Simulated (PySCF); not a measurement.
# HGa(OH): from structure and modes to constants

All numbers come from PySCF, UPBE0, basis Ga def2-TZVP, H def2-TZVP, O def2-TZVP (no relativity, density fitting).

The doublet minimum has Cs symmetry. Masses (u): Ga 68.92558, H 1.00782, O 15.99492.

```xyz
4
charge 0 multiplicity 2, angstrom
Ga    0.2559    0.0283   -0.2356
H     1.6538   -0.5341    0.3033
O    -1.0850   -0.1027    0.9546
H    -1.9361    0.2270    0.6587
```

Harmonic wavenumbers (cm⁻¹): 421.6 (a'', ×1), 512.3 (a', ×1), 667.1 (a', ×1), 790.8 (a', ×1), 1779.4 (a', ×1), 3905.2 (a', ×1).

(1) Find the principal moments of inertia and the rotational constants. What kind of rotor is it?

(2) Give the standard entropy (298.15 K, 1 bar) by its translational, rotational, vibrational and spin parts, and Cp.

## Answers

(1) About the centre of mass I = 2.6933, 46.679, 49.372 u Å². With B = 16.8576/I this gives 6.259, 0.3611, 0.3414 cm⁻¹. The molecule is an asymmetric top with κ = -0.99.

(2) Sackur–Tetrode with M = 86.94 u gives 164.5; rotation with symmetry number 1 gives 84.8; vibration 8.7; spin R ln 2 = 5.8. The total is 263.8 J/(mol K), and Cp = 4 R + 17.7 = 51.0 J/(mol K).

Only a few start shapes were tried, so a lower isomer may exist.
